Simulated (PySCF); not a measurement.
A structure optimised at PBE-D3(BJ)/def2-SVP, used in a PySCF frequency run:

```xyz
11

C      0.0000     0.0000    -1.8519
Si     0.0000     0.0000     0.0059
O      1.2032     1.0208     0.5856
O      0.2825    -1.5525     0.5856
O     -1.4857     0.5316     0.5856
H      0.8831    -0.5435    -2.2428
H     -0.9123    -0.4930    -2.2428
H      0.0291     1.0365    -2.2428
H      1.7812     0.5830     1.2343
H     -0.3857    -1.8341     1.2343
H     -1.3955     1.2511     1.2343
```
Charge 0, spin multiplicity 1.

### Question
Write its SMILES, formula and point group.

### Answer
C[Si](O)(O)O, CH6O3Si, C3

### Question
What are its rotational constants (standard atomic weights)?

### Answer
3.7890, 3.5079, 3.5079 GHz
